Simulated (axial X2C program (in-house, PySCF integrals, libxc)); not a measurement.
## Low determinants of Sb₂ at the PBE0 level, 2c

All values were computed with an axial X2C code built on PySCF integrals. Two-component (2c) means X2C with spin–orbit coupling and atomic mean-field two-electron Coulomb and Gaunt terms. Basis: Sb dyall-cv3z [11s12p8d4f1g] (cores contracted in-house); Gaussian nuclei, density fitting, unrestricted open shells. Masses: Sb 120.904 u.

Search at 2.475 Å (vertical energies from the lowest determinant):

| ΔE (eV) | state | electrons beyond evenly filled partner blocks | electrons in ±ω = 1/2, 3/2, 5/2, 7/2 |
| --- | --- | --- | --- |
| 0.00 | Ω = 0 | none | 64 30 8 0 |
| 1.44 | Ω = 1 | ω = -1/2, ω = 3/2 | 65 29 8 0 |
| 1.78 | Ω = 2 | ω = 1/2, ω = 3/2 | 65 29 8 0 |
| 1.81 | Ω = 3 | 2 × ω = 3/2 | 64 30 8 0 |
| 1.82 | Ω = 1 | 2 × ω = 1/2 | 64 30 8 0 |
| 2.19 | Ω = 1 | ω = -1/2, ω = 3/2 | 63 31 8 0 |
| 2.55 | Ω = 2 | ω = 1/2, ω = 3/2 | 63 31 8 0 |

Lowest determinant, Ω = 0 (closed shell): Re = 2.471 Å, ωe = 294.5 cm⁻¹.

The determinant in row 2 of the search, Ω = 1 (⟨Sz⟩ = 0.99, ⟨Lz⟩ = 0.01 at PBE0), was followed along the bond at PBE0; measured from the minimum of the lowest determinant it gives:

Te = 1.187 eV (9576 cm⁻¹), Re = 2.661 Å, ωe = 227.9 cm⁻¹.

Task: Compare the bond of the determinant in row 2 with that of the lowest one.

Result: At PBE0 its Re is 0.190 Å longer and its force constant, which goes as ωe², is 0.60 times that of the lowest determinant. T0 ≈ Te + Δωe/2 = 9576 + (-33) = 9543 cm⁻¹.

The search compares states at one distance, so a state with another bond length can lie lower; it is not exhaustive and yields mostly the lowest determinant of each block pattern, so other components and higher states of one pattern are missing. These are energies of single determinants, not of spin-adapted states; PBE0 term energies can be off by some tenths of an eV, and the functional has no current term. Open-shell Ω = 0 determinants with evenly filled partner blocks cannot be reached by this program, so the Ω shown need not be the lowest component.
